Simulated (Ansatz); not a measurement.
A nudged elastic band was laid between two geometries of AlH4NO2 + H2 (10 atoms, charge 0, multiplicity 1).

Method: RKS CAM-B3LYP-D4/def2-SVP in Ansatz 0.2.0.

```
movable images  : 8
climbing image  : no
spring          : 5.0 eV/Å²
optimiser       : quadratic models (default)
start path      : through a guess of the saddle point
force threshold : 0.05 eV/Å
iteration limit : 60
end points      : relaxed
```

Initial state:

```xyz
10
Properties=species:S:1:pos:R:3
Al 0.046 -0.386 0.328
N -0.043 -0.349 2.089
H -0.882 -0.390 2.656
H 0.779 -0.311 2.682
O 1.589 -0.319 -0.366
H 1.769 -0.364 -1.306
O -1.300 -0.543 -0.689
H -2.223 -0.668 -0.465
H -0.192 2.542 0.479
H -0.168 2.111 1.111
```

Final state:

```xyz
10
Properties=species:S:1:pos:R:3
Al -0.112 0.422 0.011
N -0.008 0.299 2.018
H -0.795 -0.293 2.292
H 0.867 -0.190 2.216
O 1.419 -0.355 -0.214
H 1.896 -0.432 -1.042
O -1.549 -0.542 -0.062
H -2.076 -0.712 -0.844
H -0.230 1.957 -0.401
H -0.038 1.170 2.547
```

(1) What changes between the two ends?

(2) Give the energies along the band, and the barrier.

(3) What is the geometry of the highest image?

The band took 34 iterations and roughly 24 core-minutes.

Answers

(1) Bonds broken: H9–H10. Bonds formed: Al1–H9, N2–H10. AlH4NO2 + H2 becomes AlH6NO2.

(2) It converged. The highest image is number 6 of 0 to 9, 40.8 kJ/mol above the first end and 114.9 kJ/mol above the last; the last end lies 74.0 kJ/mol below the first. The profile has 2 maxima (images 2, 6) with wells between them (image 3): this band takes more than one step, which may be the mechanism or a detour left from its start path. No image climbed, so the highest image needn't sit at the top of the path. The orbitals stay closed-shell, which can raise the energy where a bond breaks towards radicals; this wasn't checked here.

```csv
image,path coordinate (Å),energy (kJ/mol),H9–H10 (Å),Al1–H9 (Å),N2–H10 (Å)
0,0.00,0.0,0.77,2.94,2.65
1,0.57,0.6,0.77,2.49,2.67
2,1.14,3.1,0.77,2.39,2.64
3,1.70,1.5,0.76,2.65,2.81
4,2.27,3.4,0.77,2.45,2.34
5,2.84,35.2,0.83,2.03,1.79
6,3.40,40.8,1.29,1.75,1.20
7,3.97,-44.2,1.96,1.61,1.03
8,4.54,-68.2,2.57,1.60,1.02
9,5.11,-74.0,3.06,1.59,1.02
```

(3) 
```xyz
10
Properties=species:S:1:pos:R:3:forces:R:3
Al -0.077 0.102 0.204 -0.05 0.78 -0.59
N -0.024 0.220 2.119 -0.04 0.73 -0.11
H -0.830 -0.049 2.690 0.00 0.20 -0.20
H 0.833 0.014 2.640 -0.02 0.19 -0.19
O 1.442 -0.382 -0.391 0.07 -0.22 0.06
H 1.704 -0.508 -1.303 0.04 0.00 -0.02
O -1.598 -0.451 -0.314 -0.06 -0.21 0.07
H -1.865 -0.766 -1.176 -0.03 -0.03 -0.03
H -0.131 1.839 0.441 0.01 -0.33 -0.38
H -0.079 1.305 1.610 0.08 -1.09 1.39
```

Time of the run: 6.8 min on 4 threads of Intel(R) Xeon(R) Platinum 8259CL CPU @ 2.50GHz (Skylake/Cascade Lake), on a shared host, peak memory 0.25 GiB.
